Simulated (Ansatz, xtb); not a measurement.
## Relative energy of two structures of FH2InMg

Structure X: a singlet given by its coordinates. Structure Y: `[F][Mg][InH2]`, a singlet. Both are isolated molecules in the gas phase, relaxed with B3LYP-D4/def2-TZVP.

X (Å):

```yaml
atoms:
  - { symbol: F, position_ang: [1.2030, -0.0561, -0.6587] }
  - { symbol: In, position_ang: [-1.0073, -0.5162, -1.0201] }
  - { symbol: Mg, position_ang: [1.1122, 0.1982, 1.2066] }
  - { symbol: H, position_ang: [2.2164, 0.5808, 2.4375] }
  - { symbol: H, position_ang: [-0.7011, -0.1574, 1.0604] }
```

Close contacts (Å): F1–In2 2.29, F1–Mg3 1.88, In2–Mg3 3.16, In2–H5 2.13, Mg3–H4 1.70, Mg3–H5 1.85.

Y (Å):

```yaml
atoms:
  - { symbol: F, position_ang: [-1.2594, 2.1222, -3.3917] }
  - { symbol: In, position_ang: [0.8011, -0.9245, -0.7485] }
  - { symbol: Mg, position_ang: [-0.4574, 0.9347, -2.3624] }
  - { symbol: H, position_ang: [0.8132, -2.6391, -1.0882] }
  - { symbol: H, position_ang: [1.6623, -0.5027, 0.7129] }
```

Problem. Estimate which is lower in electronic energy at CCSD(T)/def2-TZVPP, and by roughly how much.

Solution. The CCSD(T)/def2-TZVPP calculation puts structure X lower, by 70.8 kJ/mol.

The same difference at several levels:

```tsv
level	geometry	E(Y) − E(X) (kJ/mol)	departure from the last row (kJ/mol)	job, with rough time for the two
B3LYP-D4/def2-TZVP	B3LYP-D4/def2-TZVP	+89.4	+18.6	optimisation, 38 s
HF/def2-TZVPP	B3LYP-D4/def2-TZVP	+63.7	−7.0	part of the CCSD(T) run
MP2/def2-TZVPP	B3LYP-D4/def2-TZVP	+73.3	+2.5	part of the CCSD(T) run
CCSD(T)/def2-TZVPP	B3LYP-D4/def2-TZVP	+70.8		single point, 71 s
```

None of the levels shown reverses the order. The largest departure from CCSD(T)/def2-TZVPP is that of B3LYP-D4/def2-TZVP, 18.6 kJ/mol. Levels run at GFN2-xTB geometries aren't shown.

With harmonic frequencies from B3LYP-D4/def2-TZVP (ideal gas, rigid rotor, one conformer each, 298.15 K, 1 atm): on the last row, ΔE + ΔZPE = +71.2, ΔH = +72.8, ΔG = +70.5 kJ/mol.

The correlated steps freeze 6 core orbitals; the filled d shell of In is correlated; the last core shell of Mg is correlated, in a basis made for valence electrons. Atoms past krypton carry core potentials in the def2 sets and no spin–orbit term is included. Run with Ansatz 0.2.0; the last row on 2 threads of Arm Neoverse V1 on a shared host.
